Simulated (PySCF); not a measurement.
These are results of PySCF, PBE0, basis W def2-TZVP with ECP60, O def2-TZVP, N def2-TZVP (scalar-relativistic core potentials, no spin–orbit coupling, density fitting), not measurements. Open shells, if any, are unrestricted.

Problem. What shape and geometry does isolated doublet WON take (every ligand bound to W)?

Solution. Formally W is in oxidation state +5, d1, with 1 unpaired electron. The Mulliken spin on W is 1.34. The polar-tensor charge on W, 1.25, is far below the formal one. The lowest minimum found is a doublet of Cs symmetry with W–N 1.675 Å, W–O 1.708 Å; N–W–O 103.9°. Its harmonic wavenumbers are 417 (a'), 980 (a'), 1106 (a') cm⁻¹ and its dipole moment is 5.38 D.

This need not be the most stable arrangement of these atoms. Open d and f shells are described by one determinant, and the ground state may have another occupation or spin. Spin–orbit coupling, left out here, can matter for elements this heavy.
